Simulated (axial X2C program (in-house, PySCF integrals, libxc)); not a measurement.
# Photoelectron levels of SiSb⁻ by EOM-IP-CCSD

Computed with an axial X2C code built on PySCF integrals: two-component X2C with atomic mean-field Coulomb and Gaunt terms, Gaussian nuclei, basis Sb dyall-acv3z, Si dyall-av3z with contracted cores.

R = 2.413 Å (1.045 times 2.309 Å, the PBE0 minimum at charge -1 for the lowest determinant).

Vertical detachment energies of SiSb⁻ to the states of SiSb:

```
Ω of SiSb  vertical detachment energy (eV)  above lowest (cm⁻¹)                   ionised spinor  one-hole weight
      3/2                            2.690                    0             50% Sb pπ, 40% Si pπ             0.96
      1/2                            2.811                  979  45% Sb pπ, 22% Si pπ, 12% Si pσ             0.95
      1/2                            3.154                 3749  32% Si pσ, 28% Sb pσ, 19% Sb pπ             0.93
```

Q: What is the splitting of the first π pair in the table, and is it regular or inverted?

A: E(3/2) − E(1/2) = 0 − 979 = -979 cm⁻¹ at EOM-IP-CCSD: inverted, Ω = 3/2 lower. Splittings at this level can be off by ten to twenty per cent.

This point took 34 s on 1 thread of Arm Neoverse N1, with other jobs on the host.

Reference electrons by ω block (each with its −ω partner): 1/2: 22, 3/2: 9, 5/2: 2. 20 electrons of SiSb⁻ correlated (inner shells frozen), 82 natural virtual spinors (a truncated set); levels can be off by some tenths of an eV. Roots sought by Ω: (1/2: 4, 3/2: 3, 5/2: 1); the list ends where they run out and leaves out roots under 60 % one-particle weight. The solver can skip a root, and states that need a further excitation, which the method places far too high, are missing though they may lie low or lowest. T1 of the reference 0.020 (Lee–Taylor). Number of frozen shells: Sb 4 s, 3 p, 1 d; Si 2 s, 1 p.
